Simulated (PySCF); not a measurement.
Two-component Hartree-Fock for Pm⁵⁶⁺ (promethium, charge +56)

Start: [He] 2s2 2p1; 2p3/2 filled at m_j = +3/2. Calculated with PySCF 2.14 in an even-tempered Gaussian basis (17 s from 37 bohr⁻², ratio 2.4; 13 p from 48 bohr⁻², ratio 2.4; 5 d from 150 bohr⁻², ratio 2.6; 4 f from 230 bohr⁻², ratio 2.6): generalised Hartree-Fock with the X2C-1e Hamiltonian and a Gaussian nucleus; one run each with spin-orbit coupling (SO) screened by Boettger's factors, then bare. This is a chosen level, not necessarily the ground level.

| spinor shell | electrons | ε, screened SO (eV) | ε, bare SO (eV) | weight of nominal j (bare SO) | rms radius, bare SO (bohr) |
| --- | --- | --- | --- | --- | --- |
| 1s1/2 | 2 | -51154.4 | -51154.7 | 1.000 | 0.0263 |
| 2s1/2 | 2 | -12297.1 | -12297.2 | 1.000 | 0.102 |
| 2p3/2 | 1 | -11526.5 | -11520.5 | 1.000 | 0.0917 |

```tsv
quantity	screened SO	bare SO
E (hartree)	-5238.35483	-5238.13322
M_J	3/2	3/2
⟨J²⟩	3.750	3.750
⟨L²⟩	2.000	2.000
⟨S²⟩	0.750	0.750
```

Each row is a mean over spinors that exchange with the open shell spreads, by up to 51.881 eV (2s1/2).

Breit and QED terms are absent; they matter most for the inner s and p1/2 levels.

Densities and radii are taken from the X2C orbitals without a picture-change correction, which distorts them close to the nucleus.
